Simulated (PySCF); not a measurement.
C3H9N, SMILES CC(C)N.

Geometry: B3LYP-D3(BJ)/def2-SVP. One conformer was computed; it need not be the lowest.

The numbers are results of HF/def2-TZVP (PySCF), not measurements.

### Question
Estimate the frontier levels, gap, dipole moment and polarisability. (An estimate is asked for; the answer gives what the named calculation found.)

### Answer

```json
{
 "highest_occupied_level": "-10.56 eV",
 "lowest_empty_level": "3.50 eV",
 "orbital_gap": "14.05 eV",
 "dipole_moment": "1.37 D",
 "quadrupole, principal values (traceless, Buckingham form, about the centre of nuclear charge)": "-4.51, 0.89, 3.63 D·Å",
 "mean_static_polarisability": "45.0 bohr³ (6.67 Å³)",
 "polarisability_principal_values": "41.0, 46.6, 47.5 bohr³"
}
```
